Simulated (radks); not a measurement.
Species: Cs4+. Configuration: [Kr] 4d10 5s2 5p2 6p1 (not the ground configuration). Method: scalar-relativistic Kohn-Sham, exchange-only r2SCAN, spin-polarised, spherical densities, finite nucleus; open shells are filled with parallel spins first (spin-orbit coupling, left out, can overturn this in heavy ions); meta-GGA in the generalised Kohn-Sham scheme; Fermi nuclear charge, rms radius 4.8041 fm; computed with a radial shooting solver on a logarithmic mesh with Libxc functionals.

Unscreened Slater integrals over Kohn-Sham orbitals (hartree). They are taken over the spin-up orbitals.

integral,value
"F0(6p,6p)",0.23534
"F2(6p,6p)",0.13194
"F0(6p,5p)",0.28663
"F2(6p,5p)",0.090538
"G0(6p,5p)",0.017107
"G2(6p,5p)",0.024410
"F0(6p,5s)",0.29119
"G1(6p,5s)",0.027747
"F0(6p,4d)",0.30988
"F2(6p,4d)",0.044875
"G1(6p,4d)",0.010572
"G3(6p,4d)",0.010938
"F0(5p,5p)",0.49411
"F2(5p,5p)",0.27095
"F0(5p,5s)",0.51980
"G1(5p,5s)",0.35444
"F0(5p,4d)",0.60836
"F2(5p,4d)",0.18491
"G1(5p,4d)",0.056701
"G3(5p,4d)",0.054595
"F0(5s,5s)",0.55170
"F0(5s,4d)",0.66727
"G2(5s,4d)",0.080837
"F0(4d,4d)",1.0835
"F2(4d,4d)",0.55180
"F4(4d,4d)",0.36809

Derived for the open shells (J is the average intra-shell exchange parameter used in DFT+U). 5p: J = F2/5 = 0.05419 hartree. 6p: J = F2/5 = 0.02639 hartree.
